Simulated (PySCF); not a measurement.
Compound: C4H7F2O2Si (doublet state).
Structure used (GFN2-xTB), in Å, numbered top down from 1:
```xyz
16
C4H7F2O2Si angstrom
O      0.999    1.718    1.163
C      0.094    1.389    0.425
C     -0.293   -0.004    0.109
Si    -1.534   -0.289    1.568
C     -0.933   -0.178   -1.264
F     -2.225    0.292   -1.212
O      0.708   -0.980    0.382
C      1.906   -0.834   -0.265
F      1.784   -1.160   -1.602
H     -0.586    2.132   -0.031
H     -0.789   -0.493    2.797
H     -2.652    0.641    1.557
H     -0.980   -1.239   -1.525
H     -0.417    0.379   -2.053
H      2.604   -1.552    0.175
H      2.306    0.188   -0.234
```

The hyperfine couplings belong to this conformer and change with its torsions.

Identity: `O=C[C@@]([SiH2])(CF)OCF` [radical].

Computed, not measured: UKS B3LYP, pcH-1 on C F H O Si, non-relativistic, mean-field spin-orbit, GIAO in PySCF. One conformer (not necessarily the lowest) at the GFN2-xTB geometry, without solvent, vibrations or thermal averaging. A GFN2-xTB geometry isn't a minimum of the functional, and hyperfine couplings can be far from their values at a DFT geometry, by a factor of two or more for some ions and for spin on atoms past the first row. The SCF solution wasn't tested for stability.

(1) Match the computed a_iso(17O) values -8.2, -1.0 MHz with the sites O1; O7.

(2) The isotropic 13C couplings are +15.2, +11.7, -3.5, -1.2 MHz. Assign them to C2; C3; C5; C8.

## Answers

(1) 
```tsv
site	a_iso (MHz)	ρ(0) (bohr⁻³)	position	distance from Si4 (Å)	spin population	largest |T| (MHz)
O1	-8.2	+0.0133	3 bonds from Si4	3.26	+0.09	31.4
O7	-1.0	+0.0017	2 bonds from Si4	2.63	0.00	0.7
```

(2) 
```json
{"site": "C2", "a_iso (MHz)": "+15.2", "ρ(0) (bohr⁻³)": "+0.0135", "position": "2 bonds from Si4", "distance from Si4 (Å)": "2.60", "spin population": "-0.01", "largest |T| (MHz)": "6.0"}
{"site": "C3", "a_iso (MHz)": "-3.5", "ρ(0) (bohr⁻³)": "-0.0031", "position": "1 bond from Si4", "distance from Si4 (Å)": "1.94", "spin population": "-0.01", "largest |T| (MHz)": "3.8"}
{"site": "C5", "a_iso (MHz)": "+11.7", "ρ(0) (bohr⁻³)": "+0.0104", "position": "2 bonds from Si4", "distance from Si4 (Å)": "2.90", "spin population": "0.00", "largest |T| (MHz)": "1.4"}
{"site": "C8", "a_iso (MHz)": "-1.2", "ρ(0) (bohr⁻³)": "-0.0011", "position": "3 bonds from Si4", "distance from Si4 (Å)": "3.94", "spin population": "0.00", "largest |T| (MHz)": "0.4"}
```

ρ(0) is the spin density at the nucleus and T the dipolar tensor; a_iso includes a spin–orbit part; entries for several nuclei are means. The largest Mulliken spin populations are on Si4 (+0.94) and O1 (+0.09). No atom but Si4 exceeds +0.15. The angles at Si4 add up to 341.8°, so it is pyramidal.

Examples of negative spin density at the nucleus (bohr⁻³): C3 (-0.0031) and C8 (-0.0011).

Nuclei that the bonding pattern makes equivalent are averaged, as if the motion that swaps them (rotation, inversion, ring flip) were fast. The 1H value of +23.7 MHz is a mean of couplings from 12.7 to 34.8 MHz in this one geometry, not an average over conformers.
